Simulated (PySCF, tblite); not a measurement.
C5H13AlFN.
Atom-mapped SMILES: `[CH3:1][C@@:2]1([AlH2-:3][NH3+:4])[CH2:5][CH2:6][C@H:7]1[F:8]` (hydrogens: H9, H10, H11 on C1; H12, H13 on Al3; H14, H15, H16 on N4; H17, H18 on C5; H19, H20 on C6; H21 on C7)

Jobs on this species (21 atoms, 72 electrons) with PySCF (density fitting) and tblite. Hardware of each: one thread, Arm Neoverse V2 (aarch64), shared host. Other jobs ran on the host; a repeat could differ by tens of per cent or more.

```tsv
level and settings	work	basis functions	SCF cycles	wall time
GFN2-xTB	Hessian by finite differences	–	–	0.74 s
GFN2-xTB	L-BFGS relaxation	–	–	?
PBE0/pcSseg-1	shieldings, ring-centre shieldings, charges and field gradients, density and orbital grids written	208	13	40 s
```

Question: Fill in the missing figures.

Answer: 
- GFN2-xTB; L-BFGS relaxation: 1.5 s

Question: What do all jobs in the table cost together?

Answer: About 42 s; the longest takes about 95 % of that, and about 54 times as long as the shortest.
